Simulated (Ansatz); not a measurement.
The cluster Ni₂O, relaxed as a singlet with RKS B3LYP-D4/def2-TZVP in Ansatz, starting from the GFN2-xTB geometry. Force threshold 0.02 eV/Å.

The structure comes from a short search, and lower isomers may exist.

Start:

Cartesian coordinates in Å:
```
Ni 1.025 1.427 -0.325
Ni -0.755 -1.399 0.816
O -0.270 -0.029 -0.492
```

Q: Estimate the energy that the relaxation releases and the steps that it takes.

A: 43.0 kcal/mol, in 9 steps; 16 s on 4 threads of Arm Neoverse V2 on a shared host. No frequencies were taken in this run, so the end may be a saddle point.

Q: Does the start keep its bonding and symmetry?

A: By distances, no bond broke or formed, bridged metal pairs apart. The bond that changes most is Ni1–O3, from 1.96 to 1.72 Å (atoms count from 1). Metal–metal contacts that move far: Ni1–Ni2 3.53 to 2.26 Å. The end is the same structure that another start reached, the lowest one found. Point group C2v at the start, C2v at the end, both within 0.05 Å.

Q: Predict the relaxed structure.

A: 
```xyz
3

Ni    0.777    0.926    0.014
Ni   -0.362   -0.882    0.743
O    -0.415   -0.044   -0.757
```
Bond lengths (bridged metal pairs left out): 2 × Ni–O 1.72 Å.
